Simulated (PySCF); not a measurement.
## Computed properties of C6H4O, SMILES C#Cc1ccoc1

3-ethynylfuran (C6H4O), SMILES o1ccc(C#C)c1. Geometry: PBE0-D3(BJ)/def2-SVP. One conformer was computed; it need not be the lowest. All values are computed for the isolated molecule unless a solvent is named; none is compared with measurement here.

**Structure.** The optimised structure has Cs symmetry. All 27 harmonic modes at PBE0-D3(BJ)/def2-SVP (PySCF) are real, so it is a minimum. With heavy atoms numbered as in [CH:1]#[C:2][c:3]1[cH:4][cH:5][o:6][cH:7]1, the shortest bond between them is C1–C2 at 1.213 Å and the longest C3–C4 at 1.441 Å.

**Vibrations.** The strongest infrared lines (harmonic, unscaled, degenerate partners summed) lie at 3491 cm⁻¹ (100 km/mol, H 86 %, C 14 %), 658 cm⁻¹ (46 km/mol, H 69 %, C 31 %), 826 cm⁻¹ (40 km/mol, H 58 %, C 41 %). The softest mode is at 168 cm⁻¹ and the zero-point energy is 50.4 kcal/mol.

**Electronic structure.** B3LYP/def2-TZVP (PySCF) places the frontier levels at -6.47 and -0.69 eV, a gap of 5.78 eV, and gives a dipole moment of 0.50 D and a mean polarisability of 69.8 bohr³. PBE/def2-TZVP (PySCF) at the same geometry gives -5.67 and -1.38 eV, so its gap is 1.49 eV narrower. An orbital gap is neither the optical nor the fundamental gap.

**Excitations.** TDA-M06-2X/def2-SVPD (PySCF) has S1 at 5.59 eV (222 nm, f = 0.000, dark); the most intense of the 10 singlets computed lies at 6.82 eV (f = 0.29). T1 (TDA) is at 4.03 eV, 1.56 eV under S1. TDA-PBE/def2-SVPD (PySCF) puts S1 at 5.29 eV. No vertical singlet excitation falls in the visible range (under 3.1 eV).

**NMR.** GIAO shifts at PBE0/pcSseg-1 (PySCF) (non-relativistic, atoms alike by connectivity averaged): ¹³C from 79.9 to 154.5 ppm against TMS; ¹H from 3.5 to 7.9 ppm against TMS.

**Solvation.** SMD-B3LYP/6-31G* (PySCF) gives -0.1 kcal/mol in water, -1.9 kcal/mol in 1-octanol, -4.3 kcal/mol in diethylether (1 M in both phases, gas-phase geometry); of these solvents diethylether holds the molecule best.
